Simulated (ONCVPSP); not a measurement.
## What the settings do to the ONCV potential of Ta

Base potential:

Ta (Z = 73), optimised norm-conserving Vanderbilt (ONCV), made with ONCVPSP 4.0.1 (PBE, scalar-relativistic). Core [Kr] 4d10, reference 4f14 5s2 5p6 5d3 6s2. Waves: 5s+6s: rc 1.75 bohr, ncon 4, nbas 9, qcut 8.3 1/bohr, 2 projectors; 5p: rc 1.40 bohr, ncon 4, nbas 8, qcut 5.7 1/bohr, 3 projectors, debl 0.5 Ha; 5d: rc 2.75 bohr, ncon 5, nbas 9, qcut 6.6 1/bohr, 2 projectors, debl 3.5 Ha; 4f: rc 0.85 bohr, ncon 4, nbas 9, qcut 18.5 1/bohr, 1 projector. Local part: polynomial inside 0.75 bohr (lpopt 5, dvloc0 -1 Ha). Core correction: Teter function, fcfact 3, rcfact 1.2.

In the p channel the program set the typed energies aside and used -1.448, 0.250, 0.750 Ha.

Cutoffs, loose and tight: the cutoffs (Ha) at which the residual kinetic energy of the hardest occupied pseudo-wave falls to 1 and 0.1 mHa per electron. They do not see the model core or the augmentation charge, which bear on the density cutoff. Test errors are all-electron minus pseudo excitation energies from the reference, over the configurations 4f14 5s2 5p6 5d3 6s1; 4f14 5s2 5p6 5d3 6s0; 4f14 5s2 5p6 5d2 6s0; 4f13 5s2 5p6 5d4 6s2. A dash means not determined; rows that change the core or the reference have their own tests.

A true bound ghost makes a file unfit for plane-wave use even where its test errors are small: the radial tests pick states by their node count and pass the ghost by.

| change | outcome | cutoff, loose | cutoff, tight | bound ghosts | GHOST(+) flags above zero | largest test error (meV) |
| --- | --- | --- | --- | --- | --- | --- |
| base | generated, projector energies reset by the program | 160 Ha | 266 Ha | s | p, d | -218 |
| core correction Teter function, fcfact 3, rcfact 0.94 | generated, projector energies reset by the program | 160 Ha | 266 Ha | s | p, d | -208 |
| core correction Teter function, fcfact 3, rcfact 1.06 | generated, projector energies reset by the program | 160 Ha | 266 Ha | s | p, d | -212 |
| core correction Teter function, fcfact 3, rcfact 1.22 | generated, projector energies reset by the program | 160 Ha | 266 Ha | s | p, d | -219 |
| core correction Teter function, fcfact 3, rcfact 1.4 | generated, projector energies reset by the program | 160 Ha | 266 Ha | s | p, d | -225 |
| core correction Teter function, fcfact 3, rcfact 1.5 | generated, projector energies reset by the program | 160 Ha | 266 Ha | s | p, d | -229 |
| core correction Teter function, fcfact 3, rcfact 1.62 | generated, projector energies reset by the program | 160 Ha | 266 Ha | s | p, d | -232 |
| core correction Teter function, fcfact 3, rcfact 1.78 | generated, projector energies reset by the program | 160 Ha | 266 Ha | s | p, d | -236 |
| core correction Teter function, fcfact 3, rcfact 1.9 | generated, projector energies reset by the program | 160 Ha | 266 Ha | s | p, d | -239 |
| core correction Teter function, fcfact 3, rcfact 2.04 | generated, projector energies reset by the program | 160 Ha | 266 Ha | s | p, d | -244 |

Reading the sweep of the rcfact (base included, trends over the rows without a ghost): Bound ghosts are found at 0.94, 1.06, 1.2, 1.22, 1.4, 1.5, 1.62, 1.78, 1.9, 2.04. Every judged row has one, so this setting neither creates nor removes them.
